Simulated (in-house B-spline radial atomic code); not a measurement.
Ionising Ar15+ with different functionals

Computed with a radial B-spline atomic code at the basis-set limit: four-component Dirac-Coulomb Hamiltonian, Fermi nucleus of rms radius 3.4274 fm, spin-restricted, spherical fractional occupations for the functionals. The ionisation energy is the difference of two self-consistent energies, [He] 2s1 → 1s2, without Breit or QED terms; ε is the level of the shell that loses the electron (mean over j).

| method | rung | ΔSCF (eV) | -ε(2s) (eV) |
| --- | --- | --- | --- |
| LDA exchange-only | LDA | 910.57 | 882.67 |
| RPBE | GGA | 916.45 | 886.92 |
| AM05 | GGA | 912.48 | 884.87 |
| BP86 | GGA | 915.12 | 887.17 |

Task: How do they compare with the NIST value?

Result: NIST lists 918.38 eV ± 0.007 (tabulated theory, ground level to ground level). Errors run from -7.80 to -1.92 eV; RPBE is closest (-1.92 eV), but part of that can be cancellation, since the calculations leave out Breit-QED terms, spin polarisation.
